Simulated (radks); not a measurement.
In X, configuration [Kr] 4d4. All-electron calculation, scalar-relativistic Kohn-Sham, PBEsol, spin-polarised, spherical densities, finite nucleus; open shells are filled with parallel spins first (spin-orbit coupling, left out, can overturn this in heavy ions); Fermi nuclear charge, rms radius 4.6156 fm. Program: a radial shooting solver on a logarithmic mesh with Libxc functionals. Some entries of the table are withheld. Estimate them.

orbital  occ.  eigenvalue (hartree)  <r^2> (bohr^2)
1s up       1             -1025.644        0.001196
1s down     1             -1025.644        0.001196
2s up       1             -158.9988         0.01948
2s down     1             -158.9497         0.01948
2p up       3             -143.3878         0.01537
2p down     3             -143.3498         0.01536
3s up       1             -35.15782          0.1387
3s down     1             -35.13036          0.1386
3p up       3             -30.04895          0.1394
3p down     3             -30.01807          0.1392
3d up       5             -22.13420             (1)
3d down     5             -22.08899             (2)
4s up       1             -10.23387             (3)
4s down     1             -10.05363             (4)
4p up       3              -8.62197          0.8430
4p down     3              -8.43926          0.8430
4d up       4              -6.19471           1.061
4d down     0              -6.01397           1.070

Answer. 
(1) 3d up <r^2> (bohr^2): 0.1241
(2) 3d down <r^2> (bohr^2): 0.1238
(3) 4s up <r^2> (bohr^2): 0.7457
(4) 4s down <r^2> (bohr^2): 0.7441
